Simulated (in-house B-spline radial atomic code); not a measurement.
Relativistic effects in Sr VII (Sr6+), [Ar] 3d10 4s2 4p2: non-relativistic Hartree-Fock (point nucleus) against Dirac-Hartree-Fock (Fermi nucleus of rms radius 4.224 fm), both averages of the configuration, computed with an all-electron radial atomic-structure program (B-spline basis).

```tsv
orbital	ε NR (Eh)	ε Dirac (Eh)	<r> NR (bohr)	<r> Dirac (bohr)	change of <r> (%)
1s1/2	-586.93	-598.89	0.04017	0.03915	-2.6
2s1/2	-83.57	-86.346	0.1765	0.1717	-2.7
2p1/2	-76.179	-78.581	0.1522	0.1475	-3.1
2p3/2	-76.179	?	0.1522	?	?
3s1/2	-16.581	-17.087	0.4985	0.4877	-2.2
3p1/2	-13.795	-14.195	0.4998	0.4885	-2.3
3p3/2	-13.795	-13.788	0.4998	0.4982	-0.3
3d3/2	-8.8039	-8.758	0.4908	0.49	-0.2
3d5/2	-8.8039	-8.6871	0.4908	0.4935	+0.5
4s1/2	-4.4689	-4.5502	1.282	1.26	-1.7
4p1/2	-3.7725	-3.8274	1.379	1.358	-1.5
4p3/2	-3.7725	?	1.379	?	?
```

Question: What happens to 4p3/2?

Answer: Its energy goes to -3.7694 hartree and <r> to 1.377 bohr (-0.13 %).

Question: What happens to 2p3/2?

Answer: Its energy goes to -76.046 hartree and <r> to 0.1516 bohr (-0.40 %).

Question: What explains the pattern of contraction and expansion?

Answer: Expansion is seen in 3d5/2. The s and p1/2 orbitals contract directly, screen the nucleus better, and so push out orbitals that have little density near the nucleus; spin-orbit coupling adds to this for j = l + 1/2 and opposes it for j = l - 1/2.

Question: By how much does the total energy change?

Answer: By -46.495 hartree, from -3121.617 to -3168.112.
